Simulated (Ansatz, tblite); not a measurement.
Spin states of Au2Cl2, each relaxed with PBE0-D4/def2-SVP in Ansatz. Electronic energies in the gas phase.

In the def2 sets Au takes a core potential; there is no spin–orbit coupling. The xTB rows come from tblite. Correlated methods freeze 10 core orbitals; core or outer-core shells of Au are correlated, in sets that lack core-valence functions. The structure comes from a short search, and lower isomers may exist.

Singlet geometry (D2h within 0.1 Å):

Cartesian coordinates in Å:
```
Au -0.0507 1.3548 0.3214
Au 0.0511 -1.3546 -0.3218
Cl -1.9694 0.1006 -0.7368
Cl 1.9691 -0.1008 0.7372
```

Triplet geometry (Cs within 0.1 Å):

```
atom   x (Å)   y (Å)   z (Å)
 Au1  -0.506   2.032   0.343
 Au2   0.104  -0.573  -0.193
 Cl3   0.671   0.308   1.904
 Cl4  -0.268  -1.768  -2.055
```

Quintet geometry (C2v within 0.1 Å):

| atom | x (Å) | y (Å) | z (Å) |
| --- | --- | --- | --- |
| Au1 | 0.948 | -1.594 | 0.401 |
| Au2 | -0.769 | 1.583 | -0.709 |
| Cl3 | 1.126 | 0.898 | 0.829 |
| Cl4 | -1.305 | -0.887 | -0.521 |

⟨S²⟩: triplet 2.01 at PBE0-D4/def2-TZVP (pure 2.00), quintet 6.01 at PBE0-D4/def2-TZVP (pure 6.00).

Only these spin states were relaxed. The triplet has other bonds than the singlet, so the gap mixes isomer and spin. The quintet has other bonds than the singlet, so the gap mixes isomer and spin.

Second-order perturbation terms are unreliable where d shells bring near-degenerate states, and here PBE-QIDH/def2-TZVP lies more than 0.4 eV from the median of the functionals without such a term.

| level | triplet − singlet (kJ/mol) | quintet − singlet (kJ/mol) | lowest of these | remarks |
| --- | --- | --- | --- | --- |
| GFN1-xTB | 76.6 | 401.3 | singlet | – |
| GFN2-xTB | 221.4 | 673.9 | singlet | – |
| PBE-D4/def2-TZVP | 45.2 | 337.1 | singlet | – |
| r2SCAN-D4/def2-TZVP | 42.5 | 323.5 | singlet | – |
| B97M-V/def2-TZVP | 82.0 | 377.3 | singlet | – |
| PBE0-D4/def2-TZVP | 88.8 | 375.3 | singlet | – |
| r2SCAN0-D4/def2-TZVP | 84.4 | 356.9 | singlet | – |
| CAM-B3LYP-D4/def2-TZVP | 109.3 | 389.9 | singlet | – |
| ωB97X-V/def2-TZVP | 139.2 | 432.7 | singlet | – |
| PBE-QIDH/def2-TZVP | 118.2 | 419.5 | singlet | test for broken spin undecided (singlet) |
| RPA@PBE/def2-TZVP | 72.6 | 355.0 | singlet | – |

Change of the quintet − singlet gap on mixing in exact exchange, in kJ/mol: PBE to PBE0 (25 % exact exchange) 38.3; r2SCAN to r2SCAN0 (25 % exact exchange) 33.4.

The xTB methods have no spin-polarisation term.
